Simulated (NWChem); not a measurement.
System: trans-dichloroethylene (C2H2Cl2); SMILES Cl/C=C/Cl

NWChem input:

```
start job
memory heap 200 mb stack 900 mb global 1100 mb
geometry units angstroms noautoz
  Cl     0.043724    -2.147511     0.000000
  C     -0.442876    -0.497842     0.000000
  C      0.442876     0.497842     0.000000
  Cl    -0.043724     2.147511     0.000000
  H     -1.522662    -0.333993     0.000000
  H      1.522662     0.333993     0.000000
end
basis spherical
  Cl library 6-31g*
  C library 6-31g*
  H library 6-31g*
end
dft
  xc xpbe96 cpbe96
  iterations 150
end
tddft
  cis
  nroots 8
end
task tddft energy
```

Output (shortened):

```
             Northwest Computational Chemistry Package (NWChem) 7.3.0
             --------------------------------------------------------

 C2H symmetry detected

                             Geometry "geometry" -> ""
                             -------------------------

 Output coordinates in angstroms (scale by  1.889725989 to convert to a.u.)

  No.       Tag          Charge          X              Y              Z
 ---- ---------------- ---------- -------------- -------------- --------------
    1 Cl                  17.0000     0.04203972    -2.14754463     0.00000000
    2 C                    6.0000    -0.44326632    -0.49749450     0.00000000
    3 C                    6.0000     0.44326632     0.49749450     0.00000000
    4 Cl                  17.0000    -0.04203972     2.14754463     0.00000000
    5 H                    1.0000    -1.52292348    -0.33279869     0.00000000
    6 H                    1.0000     1.52292348     0.33279869     0.00000000

 Effective nuclear repulsion energy (a.u.)     175.7069530566

      Symmetry information
      --------------------

 Group name             C2h
 Group number             21
 Group order               4
 No. of unique centers     3

  pbe96 is a nonlocal functional; adding pw91lda local functional.

                                 NWChem DFT Module
                                 -----------------

 Summary of "ao basis" -> "ao basis" (spherical)
 ------------------------------------------------------------------------------
       Tag                 Description            Shells   Functions and Types
 ---------------- ------------------------------  ------  ---------------------
 Cl                          6-31g*                  8       18   4s3p1d
 C                           6-31g*                  6       14   3s2p1d
 H                           6-31g*                  2        2   2s

      Symmetry analysis of basis
      --------------------------

        ag         25
        au          9
        bg          9
        bu         25

[...]

                                NWChem TDDFT Module
                                -------------------

            General Information
            -------------------
           No. of orbitals :     136
            Alpha orbitals :      68
             Beta orbitals :      68
        Alpha frozen cores :       0
         Beta frozen cores :       0
     Alpha frozen virtuals :       0
      Beta frozen virtuals :       0
         Spin multiplicity :       1
    Number of AO functions :      68
        Use of symmetry is : off
      Symmetry adaption is : on
         Schwarz screening :  0.10D-07

              XC Information
              --------------
   PerdewBurkeErnzerhof Exchange Functional   1.00
     Perdew 1991 LDA Correlation Functional   1.00 local
    PerdewBurkeErnz. Correlation Functional   1.00 non-local

             TDDFT Information
             -----------------
          Calculation type : Tamm-Dancoff TDDFT
         Wavefunction type : Restricted singlets & triplets
          No. of electrons :      48
           Alpha electrons :      24
            Beta electrons :      24
              No. of roots :       8
          Max subspacesize :    5600
            Max iterations :     100
               Target root :       1
           Target symmetry : none
      Symmetry restriction : off
                 Algorithm : Optimal
        Davidson threshold :  0.10D-03

    8 smallest eigenvalue differences (eV)
--------------------------------------------------------
  No. Spin  Occ  Vir  Irrep   E(Occ)    E(Vir)   E(Diff)
--------------------------------------------------------
    1    1   24   25 bu       -0.221    -0.047     4.750
    2    1   24   26 bg       -0.221    -0.024     5.367
    3    1   23   25 bg       -0.282    -0.047     6.401
    4    1   22   25 au       -0.287    -0.047     6.547
    5    1   24   27 au       -0.221     0.022     6.608
    6    1   23   26 bu       -0.282    -0.024     7.019
    7    1   22   26 ag       -0.287    -0.024     7.165
    8    1   21   25 ag       -0.312    -0.047     7.230
--------------------------------------------------------

  Entering Davidson iterations
  Restricted singlet excited states

  Iter   NTrls   NConv    DeltaV     DeltaE      Time
  ----  ------  ------  ---------  ---------  ---------
    1      8       0     0.22E+00   0.10+100        2.6
    2     16       0     0.12E+00   0.23E-01        2.8
    3     24       2     0.22E-01   0.13E-01        2.8
    4     30       5     0.26E-02   0.49E-03        2.5
    5     33       5     0.32E-03   0.77E-05        1.8
    6     36       8     0.48E-04   0.88E-07        1.8
  ----  ------  ------  ---------  ---------  ---------
  Convergence criterion met

  Ground state ag       -997.263855100638 a.u.

  ----------------------------------------------------------------------------
  Root   1 singlet bg             0.209059398 a.u.                5.6888 eV
  ----------------------------------------------------------------------------
     Transition Moments    X -0.00000   Y -0.00000   Z -0.00000
     Dipole Oscillator Strength                    0.0000000000
     Electric Quadrupole                           0.0000000010
     Magnetic Dipole                               0.0000000153
     Total Oscillator Strength                     0.0000000163

[...]
```

Level: PBE/6-31G* (spherical d), TDA. Geometry: optimised at PBE0/def2-SVP.
